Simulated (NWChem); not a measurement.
System: arsenic trifluoride (AsF$_{3}$); SMILES F[As](F)F

Here is an NWChem input.

```
start job
memory heap 200 mb stack 900 mb global 1100 mb
geometry units angstroms noautosym nocenter noautoz
  F     -1.456566    -0.393192    -0.504979
  As     0.000000     0.000000     0.383902
  F      1.068797    -1.064827    -0.504979
  F      0.387769     1.458019    -0.504979
end
basis spherical
  * library sto-3g
end
dft
  xc b3lyp
  iterations 150
end
property
  response 1 0.0773
end
task dft property
```

STO-3G and 3-21G are far too small for this property and stand as cheap habits. Structure relaxed at the PBE-D3(BJ)/def2-SVP level.

Field at 589 nm.

Predict the main results of this run. (B3LYP/STO-3G.) Quantities: isotropic polarisability (bohr³); anisotropy (bohr³).

The isotropic polarisability (bohr³) is 13.5. The anisotropy (bohr³) is 8.0.
